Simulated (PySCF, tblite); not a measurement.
Isomers of C8H11NS. All values are computed: GFN2-xTB (tblite) harmonic vibrations without scaling, gas phase. This tight-binding method is rough: wavenumbers can miss measured ones by several per cent, in bad cases by 10 to 20. One conformer each.

Electronic energies: PBE0/pcSseg-1 single points on the GFN2-xTB geometries (PySCF, gas phase).

| SMILES | electronic energy, lowest = 0 (kcal/mol) |
| --- | --- |
| C#C/C=C\C(=S)CCNC | 83.3 |
| CSc1cccc(CN)c1 | 6.0 |
| CCNC(=S)C#CC1CC1 | 59.4 |
| CCc1ccc(SC)nc1 | 0.0 |

Q: How do GFN2-xTB zero-point energies change the relative energies?

A: 
```json
{"SMILES": "CCc1ccc(SC)nc1", "ZPE (kcal/mol)": "106.2", "of it from modes above 1550 cm⁻¹": "52.3", "electronic (kcal/mol)": "0.0", "with ZPE, lowest = 0 (kcal/mol)": "0.0", "lowest mode (cm⁻¹)": "40", "rings": "1"}
{"SMILES": "CSc1cccc(CN)c1", "ZPE (kcal/mol)": "106.6", "of it from modes above 1550 cm⁻¹": "55.6", "electronic (kcal/mol)": "6.0", "with ZPE, lowest = 0 (kcal/mol)": "6.3", "lowest mode (cm⁻¹)": "30", "rings": "1"}
{"SMILES": "CCNC(=S)C#CC1CC1", "ZPE (kcal/mol)": "106.0", "of it from modes above 1550 cm⁻¹": "51.8", "electronic (kcal/mol)": "59.4", "with ZPE, lowest = 0 (kcal/mol)": "59.2", "lowest mode (cm⁻¹)": "21", "rings": "1"}
{"SMILES": "C#C/C=C\\C(=S)CCNC", "ZPE (kcal/mol)": "104.8", "of it from modes above 1550 cm⁻¹": "53.5", "electronic (kcal/mol)": "83.3", "with ZPE, lowest = 0 (kcal/mol)": "81.9", "lowest mode (cm⁻¹)": "28", "rings": "0"}
```

The zero-point energies span 1.8 kcal/mol, from `C#C/C=C\C(=S)CCNC` to `CSc1cccc(CN)c1`. The order is unchanged.

Q: And how do the electronic energies of GFN2-xTB itself compare?

A: `CCc1ccc(SC)nc1` 0.0; `CSc1cccc(CN)c1` 15.6; `CCNC(=S)C#CC1CC1` 47.4; `C#C/C=C\C(=S)CCNC` 74.5 kcal/mol, lowest = 0. Against the energies above, taken from the same isomer `CCc1ccc(SC)nc1`, the largest difference is 12.0 kcal/mol.

Q: What do entropy and thermal enthalpy add at 298.15 K and 1 bar (rigid rotor, harmonic oscillator, one conformer each)?

A: 
| SMILES | point group | symmetry number | S (cal/(mol K)) | H − H(0) (kcal/mol) | ZPE + H − H(0) − TS (kcal/mol) |
| --- | --- | --- | --- | --- | --- |
| CCc1ccc(SC)nc1 | C1 | 1 | 104.5 | 7.47 | 82.5 |
| CSc1cccc(CN)c1 | C1 | 1 | 104.5 | 7.37 | 82.8 |
| C#C/C=C\C(=S)CCNC | C1 | 1 | 111.5 | 8.14 | 79.7 |

Not tabulated: `CCNC(=S)C#CC1CC1` (lowest mode only 21 cm⁻¹).
